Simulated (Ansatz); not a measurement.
Geometry optimisation, DFT LDA, scalar-relativistic, plane waves, PAW (Ansatz 0.2.0).

Input file:

```yaml
accuracy: low
crystal:
  lattice:
    - [0.0, 5.66, 5.66]
    - [5.66, 0.0, 5.66]
    - [5.66, 5.66, 0.0]
  atoms:
    - { symbol: Ge, position: [0.0, 0.0, 0.0] }
    - { symbol: Ge, position: [0.125, 0.125, 0.125] }
    - { symbol: Ge, position: [0.0, 0.0, 0.5] }
    - { symbol: Ge, position: [0.125, 0.125, 0.625] }
    - { symbol: Ge, position: [0.0, 0.5, 0.0] }
    - { symbol: Ge, position: [0.125, 0.625, 0.125] }
    - { symbol: Ge, position: [0.0, 0.5, 0.5] }
    - { symbol: Ge, position: [0.125, 0.625, 0.625] }
    - { symbol: Ge, position: [0.5, 0.0, 0.0] }
    - { symbol: Ge, position: [0.625, 0.125, 0.125] }
    - { symbol: Ge, position: [0.5, 0.0, 0.5] }
    - { symbol: Ge, position: [0.625, 0.125, 0.625] }
    - { symbol: Ge, position: [0.5, 0.5, 0.0] }
    - { symbol: Ge, position: [0.625, 0.625, 0.125] }
    - { symbol: Ge, position: [0.5, 0.5, 0.5] }
    - { symbol: Ge, position: [0.625, 0.625, 0.625] }
    - { symbol: H, position: [0.3149487, 0.3035024, 0.3199058] }
basis:
  ecutwfc: 420.0
kpoints:
  mp_grid: { grid: [3, 3, 3] }
hamiltonian:
  xc: lda
  pseudopotentials: { kind: paw, azcp: { folder: soft_1 } }
scf:
  occupations: { method: fermi_dirac, width: 0.05 }
  lower_state_search: "off"
relax:
  f_tol: 0.08
  max_steps: 25
  adjacent_minimum: "off"
```

Run as:

```bash
$ ansatz run input.yaml --threads 4 --pin off --max-ram 10240MiB --backend cpu --events-out ev --progress --plain --runs-dir out
```

**Question.** Where does it end, and by what steps?

**Answer.** The forces met the threshold. The force dipped under the threshold on the way, but the program's further checks kept it going. Limits of this set-up: coarse k mesh, odd electron count without spin, PAW files made for another functional, a small cell, in which the defect meets its images, low accuracy level. After 11 steps the energy has fallen by 0.108 eV; H17 moved furthest, 0.69 Å. Joined: Ge11–H17 (2.28 → 1.71 Å).

```csv
step,energy less start (eV),largest force component (eV/Å),accepted
0,0.0000,0.077,yes
1,-0.0001,0.077,yes
2,-0.0029,0.019,yes
3,-0.0039,0.026,yes
4,-0.0055,0.037,yes
5,-0.0163,0.083,yes
6,-0.0478,0.200,yes
7,-0.0646,0.126,yes
8,-0.0910,0.261,yes
9,-0.1027,0.222,yes
10,-0.1076,0.060,yes
11,-0.1076,0.060,yes
```

```xyz
17
Lattice="0.0000 5.6600 5.6600 5.6600 0.0000 5.6600 5.6600 5.6600 0.0000" Properties=species:S:1:pos:R:3
Ge 0.011 0.069 0.021
Ge 1.454 1.422 1.458
Ge 2.867 2.811 0.021
Ge 4.342 4.218 1.376
Ge 2.855 -0.014 2.858
Ge 4.246 1.437 4.245
Ge 5.708 2.787 2.832
Ge 7.114 4.201 4.246
Ge 0.022 2.816 2.870
Ge 1.371 4.233 4.344
Ge 2.866 5.644 2.891
Ge 4.303 7.037 4.300
Ge 2.834 2.799 5.698
Ge 4.245 4.203 7.115
Ge 5.679 5.572 5.680
Ge 7.082 7.000 7.067
H 3.130 3.960 3.078
```

Run time: 53 s on 4 threads of AMD EPYC 9R45 96-Core Processor (Zen 5), on a shared host, peak memory 1.5 GiB.
